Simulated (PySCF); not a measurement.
PySCF 2.14 output of an unrestricted MN15 calculation on a single atom or ion in aug-cc-pVDZ-PP with ECP28MDF (5s5p4d2f, 54 functions), with a scalar-relativistic core potential:

```
SCF conv_tol = 1e-09
number electrons alpha = 9  beta = 4
    H. S. Yu, X. He, S. L. Li, and D. G. Truhlar.,  Chem. Sci. 7, 5032-5051 (2016)
    H. S. Yu, X. He, S. L. Li, and D. G. Truhlar.,  Chem. Sci. 7, 5032-5051 (2016)
cycle= 1 E= -56.5234224081345  delta_E= -0.00404  |g|= 0.0309  |ddm|= 0.338
cycle= 2 E= -56.5237505589757  delta_E= -0.000328  |g|= 0.0221  |ddm|= 0.269
cycle= 3 E= -56.5240111055399  delta_E= -0.000261  |g|= 0.00159  |ddm|= 0.105
cycle= 4 E= -56.5240168497065  delta_E= -5.74e-06  |g|= 0.000138  |ddm|= 0.0114
cycle= 5 E= -56.5240169343064  delta_E= -8.46e-08  |g|= 2.28e-05  |ddm|= 0.00115
cycle= 6 E= -56.524016935721  delta_E= -1.41e-09  |g|= 1.93e-06  |ddm|= 0.000184
cycle= 7 E= -56.5240169357319  delta_E= -1.09e-11  |g|= 2.53e-07  |ddm|= 1.55e-05
converged SCF energy = -56.5240169357319  <S^2> = 8.7515532  2S+1 = 6.0005177
```

The run itself started from symmetry-adapted Hartree-Fock orbitals and held the occupation by maximum overlap, on a logarithmic radial grid, so the iterations belong to that start.

Q: Which element, charge and spin multiplicity is this?

A: Nb (niobium, neutral), multiplicity 6; the state was [Kr] 4d4 5s1, high-spin 6D determinant.

Energies and moments cover only the electrons outside the core potential.
